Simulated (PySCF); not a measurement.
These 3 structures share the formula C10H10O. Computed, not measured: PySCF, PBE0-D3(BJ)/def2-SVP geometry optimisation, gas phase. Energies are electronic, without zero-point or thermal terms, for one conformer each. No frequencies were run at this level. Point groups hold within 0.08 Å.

Question: Rank from lowest to highest electronic energy at this level (kcal/mol).
A. `[CH3:1][C:2](=[O:3])/[CH:4]=[CH:5]/[c:6]1[cH:7][cH:8][cH:9][cH:10][cH:11]1` with C1–C2–C4–C5 180°, C4–C5–C6–C7 178°
B. `[CH2:1]=[CH:2]/[CH:3]=[C:4]1/[CH:5]=[CH:6][C:7]([C:8]([CH3:9])=[O:10])=[CH:11]1` with C1–C2–C3–C4 180°, C6–C7–C8–C9 0°
C. 2-methyl-1-indanone, `C[C@H]1Cc2ccccc2C1=O`

Answer: C (0.0), A (22.7), B (55.9).

As drawn, the lowest has an aromatic ring, which the highest lacks; the highest has a C=C bond outside aromatic rings, which the lowest lacks.

| SMILES | E (Eh) | E rel (kcal/mol) | dipole (D) | point group | A, B, C (MHz) |
| --- | --- | --- | --- | --- | --- |
| C[C@H]1Cc2ccccc2C1=O | -461.47680 | 0.0 | 3.24 | C1 | 2338, 895.8, 667.0 |
| CC(=O)/C=C/c1ccccc1 | -461.44055 | 22.7 | 3.20 | near Cs | 3562, 477.1, 421.9 |
| C=C/C=C1/C=CC(C(C)=O)=C1 | -461.38776 | 55.9 | 3.57 | Cs | 2735, 543.8, 454.9 |
